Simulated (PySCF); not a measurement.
# Relaxation of quartet IrH2

Level of theory: PySCF, UPBE0, basis Ir def2-TZVP with ECP60, H def2-TZVP (scalar-relativistic core potentials, no spin–orbit coupling, density fitting). A (50,194) grid was used.

A start displaced from a saddle point along its imaginary mode, of C2v symmetry, held to at least that symmetry:

```xyz
3
charge 0 multiplicity 4, angstrom
Ir    0.0012   -0.0003    0.0000
H    -0.1152    0.0335    1.6960
H    -0.1152    0.0335   -1.6960
```

At each step, columns x, y, z (Å) and Fx, Fy, Fz (eV/Å):

```
step 0  E − E(last) = 51.35 kJ/mol
Ir   0.001   0.000   0.000   0.998  -0.273  -0.006
H   -0.115   0.034   1.696  -0.499   0.136  -0.246
H   -0.115   0.034  -1.696  -0.499   0.137   0.252
step 1  E − E(last) = 21.13 kJ/mol
Ir   0.125  -0.036   0.000   0.977  -0.289   0.000
H   -0.177   0.051   1.672  -0.488   0.144  -0.795
H   -0.177   0.051  -1.672  -0.488   0.144   0.795
step 2  E − E(last) = 6.61 kJ/mol
Ir   0.252  -0.073   0.000  -0.304   0.082   0.000
H   -0.240   0.070   1.625   0.152  -0.041  -0.887
H   -0.240   0.070  -1.625   0.152  -0.041   0.887
step 3  E − E(last) = 0.73 kJ/mol
Ir   0.265  -0.077   0.000  -0.116   0.027   0.000
H   -0.247   0.072   1.571   0.058  -0.013  -0.311
H   -0.247   0.072  -1.571   0.058  -0.013   0.311
step 4  E − E(last) = 0.01 kJ/mol
Ir   0.272  -0.079   0.000   0.037  -0.018   0.000
H   -0.250   0.073   1.542  -0.019   0.009   0.042
H   -0.250   0.073  -1.542  -0.019   0.009  -0.042
step 5  E − E(last) = 0.00 kJ/mol
Ir   0.273  -0.079   0.000  -0.003  -0.007   0.000
H   -0.251   0.073   1.545   0.002   0.003  -0.002
H   -0.251   0.073  -1.545   0.002   0.003   0.002
```

It ends at C2v with Ir–H 1.638 Å (×2); H–Ir–H 141.1°. A frequency run shows a minimum. Other isomers or separated fragments may lie lower.

Other spin states or occupations of the open shell can lie lower. At this level a doublet minimum of C2v symmetry lies 132 kJ/mol below this structure. No spin–orbit coupling is included, which matters more the heavier the element.

The relaxation took roughly 20 core-seconds on a shared host.
